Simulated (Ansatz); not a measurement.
(CuH)3 ring (Cu3H3), relaxed as a singlet with RKS PBE-D4/def2-SVP in Ansatz, starting from the GFN2-xTB geometry. Force threshold 0.02 eV/Å.

Start:

| atom | x (Å) | y (Å) | z (Å) |
| --- | --- | --- | --- |
| Cu1 | 0.113 | -1.326 | -0.289 |
| H2 | 0.507 | -0.563 | -1.778 |
| Cu3 | 0.244 | 0.930 | -0.965 |
| H4 | -0.161 | 1.883 | 0.409 |
| Cu5 | -0.356 | 0.396 | 1.253 |
| H6 | -0.347 | -1.320 | 1.369 |

**Question.** Estimate the energy that the relaxation releases and the steps that it takes.

**Answer.** 3.2 kJ/mol, in 3 steps; 13 s on 4 threads of Intel Xeon on a shared host. No frequencies were taken in this run, so the end may be a saddle point.

**Question.** Does the start keep its bonding and symmetry?

**Answer.** By distances, no bond broke or formed. The bond that changes most is H2–Cu3, from 1.72 to 1.68 Å (atoms count from 1). Point group D3h at the start, D3h at the end, both within 0.05 Å.

**Question.** Predict the relaxed structure.

**Answer.** 
| atom | x (Å) | y (Å) | z (Å) |
| --- | --- | --- | --- |
| Cu1 | 0.111 | -1.305 | -0.284 |
| H2 | 0.496 | -0.551 | -1.740 |
| Cu3 | 0.240 | 0.915 | -0.950 |
| H4 | -0.157 | 1.842 | 0.400 |
| Cu5 | -0.352 | 0.390 | 1.233 |
| H6 | -0.339 | -1.291 | 1.340 |
Bond lengths (bridged metal pairs left out): 6 × Cu–H 1.68 Å.
